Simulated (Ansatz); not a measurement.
Relaxation of FH3SSi2 (7 atoms, charge 0, multiplicity 1), to a largest force component of 0.015 eV/Å in at most 40 steps.

The calculation used Ansatz, RKS PBE0-D4/def2-SVP.

```xyz
7
Properties=species:S:1:pos:R:3
F -0.128 1.228 -1.711
Si 0.209 0.961 -0.154
Si -0.257 -1.255 0.255
S -2.042 -2.096 0.008
H 1.620 1.308 -0.045
H -0.660 1.895 0.550
H 0.894 -2.032 0.727
```

**Question.** Where does it end, and by what steps?

**Answer.** The forces met the threshold. After 4 steps the energy has fallen by 0.128 eV; F1 moved furthest, 0.08 Å.

```json
{"step": "0", "energy less start (eV)": "0.0000", "largest force component (eV/Å)": "1.253", "accepted": "yes"}
{"step": "1", "energy less start (eV)": "-0.1174", "largest force component (eV/Å)": "0.244", "accepted": "yes"}
{"step": "2", "energy less start (eV)": "-0.1259", "largest force component (eV/Å)": "0.107", "accepted": "yes"}
{"step": "3", "energy less start (eV)": "-0.1277", "largest force component (eV/Å)": "0.030", "accepted": "yes"}
{"step": "4", "energy less start (eV)": "-0.1280", "largest force component (eV/Å)": "0.008", "accepted": "yes"}
```

```xyz
7
Properties=species:S:1:pos:R:3
F -0.157 1.232 -1.788
Si 0.199 0.985 -0.220
Si -0.254 -1.280 0.258
S -2.040 -2.038 0.004
H 1.638 1.313 -0.003
H -0.672 1.860 0.613
H 0.920 -2.064 0.765
```

Whether the end is a true minimum wasn't checked by a vibrational analysis.

The run took 26 s on 1 thread of Intel(R) Xeon(R) Processor @ 2.70GHz (shared host), peak memory 0.17 GiB.
